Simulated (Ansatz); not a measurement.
**CHGaSi−: where a starting geometry ends**

The starting geometry of this gas-phase doublet was optimised with GFN2-xTB.

```xyz
4

C    -1.0859   -0.8444   -0.0918
Ga    0.5823   -1.7417   -0.6109
Si   -1.4937   -0.8489   -1.8410
H    -2.8669   -0.1973   -2.1444
```

Task: Predict what becomes of its bonds when it is optimised with PBE0-D3(BJ)/def2-SVPD.

Result: A bond breaks, giving a structure given below by its coordinates. Contacts that open: Ga2–Si3 (2.57 → 3.62 Å).

The energy falls by 0.38 eV over 13 steps:

```tsv
step	E − E(last) (eV)
1	0.376
2	0.271
4	0.185
5	0.123
6	0.078
8	0.023
9	0.008
10	0.001
12	0.000
13	0.000
```

Final geometry (Å):

```xyz
4

C    -0.7467   -1.1169   -0.9521
Ga    0.6626   -1.6854    0.1984
Si   -1.7804   -0.7606   -2.3045
H    -2.9997   -0.0695   -1.6299
```

Frequencies at the end are all real (lowest 80 cm⁻¹). Open shells are spin-unrestricted. Run with Ansatz 0.2.0, 3.1 min on 1 thread of Intel(R) Xeon(R) Processor @ 2.50GHz (Skylake/Cascade Lake), on a shared host.
